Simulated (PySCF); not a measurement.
SMILES [Si](O)(O)(O)O (H₄O₄Si), PBE0/def2-SVP optimised geometry.

```
9

O     -0.82     1.12     0.00
Si    -0.35    -0.46     0.00
O      1.29    -0.46     0.00
O     -1.08    -1.15     1.31
O     -0.81    -1.35    -1.31
H     -0.23     1.72    -0.48
H      1.70    -1.26    -0.33
H     -1.19    -0.57     2.07
H     -1.70    -1.72    -1.26
```

Density from PBE0/def2-TZVP (PySCF) at that geometry.

Minimum of the electron density along straight lines between bonded atoms, close to the bond critical point (lines longer than 1.1 times the sum of covalent radii, or with two minima, are not listed):

```tsv
bond	length / Å	ρ at the minimum / e bohr⁻³	∇²ρ there / e bohr⁻⁵	position (fraction from the first atom)
O1–Si2	1.648	0.141	0.81	0.59
Si2–O3	1.648	0.141	0.81	0.41
Si2–O4	1.648	0.141	0.81	0.41
Si2–O5	1.648	0.141	0.81	0.41
O1–H6	0.962	0.355	-2.42	0.81
O3–H7	0.962	0.355	-2.42	0.81
O4–H8	0.962	0.355	-2.42	0.81
O5–H9	0.962	0.355	-2.42	0.81
```
